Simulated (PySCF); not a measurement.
# Electronic absorption of C7H11N

Compound: C7H11N.
Geometry (PBE0-D3(BJ)/def2-SVP, Å), atoms numbered from 1 in this order:
```
atom  x, y, z in Å
N1     2.4863    0.6925   -1.7340
C2     2.0185    0.5551   -0.6838
C3     1.4000    0.3743    0.6318
C4     0.3212    1.4437    0.8759
C5    -0.8840    1.2471   -0.0361
C6    -1.4627   -0.1583    0.0965
C7    -0.4019   -1.2265   -0.1517
C8     0.8049   -1.0386    0.7599
H9     2.2069    0.4969    1.3736
H10    0.0096    1.3601    1.9311
H11    0.7521    2.4487    0.7492
H12   -1.6507    2.0042    0.1919
H13   -0.5773    1.4214   -1.0826
H14   -1.8761   -0.2864    1.1137
H15   -2.3068   -0.2904   -0.5986
H16   -0.0706   -1.1784   -1.2041
H17   -0.8250   -2.2329   -0.0063
H18    1.5787   -1.7931    0.5508
H19    0.5031   -1.1730    1.8128
```

Computed with TDDFT PBE0/def2-SVPD, vertical, gas phase, core orbitals frozen in the response in PySCF.

```tsv
state	E (eV)	λ (nm)	f	|μ| (D)	symmetry	main configurations (H = HOMO, L = LUMO)
S1	7.62	162.8	0.0000	0.03	–	H-1→L (26%), H→L+2 (16%), H-1→L+1 (14%)
S2	7.91	156.8	0.0029	0.31	A′	H→L (45%), H-1→L+2 (19%), H→L+1 (10%)
S3	7.91	156.7	0.0028	0.30	A″	H→L+2 (39%), H-1→L (26%), H-4→L+2 (12%)
S4	8.22	150.9	0.0077	0.50	A′	H→L (48%), H→L+1 (19%), H-1→L+2 (9%)
S5	8.24	150.5	0.0004	0.12	–	H-1→L (45%), H-1→L+1 (23%), H-3→L (14%)
S6	8.48	146.1	0.028	0.93	A′	H-2→L (80%), H→L+1 (14%)
S7	8.62	143.8	0.0039	0.34	A″	H-1→L+1 (47%), H-3→L (40%)
S8	8.67	143.1	0.0027	0.29	A′	H→L+1 (44%), H-1→L+2 (22%), H-4→L (10%)
S9	8.81	140.8	0.024	0.84	A′	H-1→L+2 (32%), H-4→L (26%), H-3→L+2 (18%)
S10	8.85	140.2	0.021	0.80	A″	H-1→L+3 (36%), H-3→L+1 (27%), H-3→L (15%)
```

Triplets (Tamm–Dancoff): T1 6.25 eV, H-3→L+2 (15%), H-1→L+2 (13%), H→L+1 (10%); T2 6.83 eV, H-3→L+2 (19%), H-1→L+2 (19%), H→L (9%); T3 6.83 eV, H→L+2 (19%), H-4→L+2 (13%), H-1→L+1 (9%); T4 7.63 eV, H→L+2 (27%), H-1→L (23%), H-4→L+2 (9%).

The lowest singlet comes at 163 nm (735 kJ/mol) in the vacuum ultraviolet; it is dark (f under 0.0005); its leading configuration is HOMO-1→LUMO (26%). The most intense listed level is S6 at 8.48 eV (146 nm, f = 0.028), 0.87 eV above S1. S2/S3 lie within about 0.01 eV of each other. Löwdin shares by element: HOMO (one of a set within 0.03 eV) carbon 31% or more, nitrogen 18% (atoms not listed hold the other 51%); LUMO hydrogen 31% or more, carbon 10% or more (atoms not listed hold the other 59%). Weighted by f, the mean energy of these states is 8.60 eV. The oscillator strengths of these states sum to 0.093; summed over the whole spectrum of an exact calculation they would give the number of electrons, 60 (Thomas–Reiche–Kuhn). The listed states span 1.23 eV. No computed singlet lies in the visible range (380 to 750 nm); the lowest, at 163 nm, stands 4.35 eV above its violet end (3.26 eV). The vertical ionisation energy (ΔSCF) is 10.67 eV, 1.82 eV above S10. Symmetry labels in Cs follow from the direction of the transition dipole and are given only for states with f of 0.002 or more. The window holds the lowest 10 singlets.

On one thread, Arm Neoverse V1, no GPU, shared host, this took 4.1 min wall.

One conformer stands for the species.
